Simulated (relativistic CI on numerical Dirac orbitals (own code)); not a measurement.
# Hyperfine structure of Lu33+, mass number 175

Method of calculation: Dirac-Coulomb-Breit CI, KLI orbitals optimised for each configuration, QED by a radiative potential, unscaled Slater integrals (own radial code, finite nucleus).

Configuration list (outside the closed core [Ar] 3d10): 4s2 4p6 4d2, 4s2 4p6 4d 4f, 4s2 4p5 4d3, 4s 4p6 4d3, 4s2 4p5 4d2 4f, 4s 4p6 4d2 4f, 4s2 4p6 4d 5s, 4s2 4p6 4f 5s, 4s2 4p6 4d 5p, 4s2 4p6 4f2, 4s2 4p5 4f3, 4s 4p6 4f3, 4s2 4p6 4f 5p, 4s2 4p5 4f2 5p, 4s 4p6 4f2 5p. Double excitations out of closed p, d and f shells are left out; levels of such configurations are missing from the list, as are those of other unlisted configurations, and high levels can miss mixing partners.

Nuclear spin I = 7/2, μ = 2.2257 μN, Q = 3.49 b (tables of Stone and Pyykkö). The electronic factors are computed for point nuclear moments, without core polarisation or the Bohr-Weisskopf and QED corrections.

```tsv
Level	E (cm⁻¹)	A (MHz)	B (MHz)
4s2 4p6 4d2 3F_2	0.0	14280	6580
4s2 4p6 4d2 3F_3	109530.8	8157	22400
4s2 4p6 4d2 1G_4	148395.4	8508	95900
4s2 4p6 4d2 3P_1	149643.3	-525.7	23500
4s2 4p6 4d2 3F_4	245788.1	6042	73600
```

Levels with J = 0, under 50 % of one LS term, or S terms without an open s electron are left out. Small factors come from cancelling terms and can be off by tens of per cent or more.

At this charge energies of transitions that change n are usually good to better than 1 %, and those within a shell (Δn = 0) to a few per cent. Terms inside the open d or f shell come out 10 to 20 % too wide with unscaled integrals.

Q: Give the hyperfine levels of 4s2 4p6 4d2 3F_2 relative to its centre of gravity.

A: With K = F(F + 1) − I(I + 1) − J(J + 1), E = AK/2 + B[¾K(K + 1) − I(I + 1)J(J + 1)]/[2I(2I − 1)J(2J − 1)]: F = 3/2: -125000, F = 5/2: -92240, F = 7/2: -44720, F = 9/2: 19190, F = 11/2: 101600 MHz.

LS names give the leading component of a level, which can be under half, so a name can repeat, a term be missing and a line seem to break the LS rules.
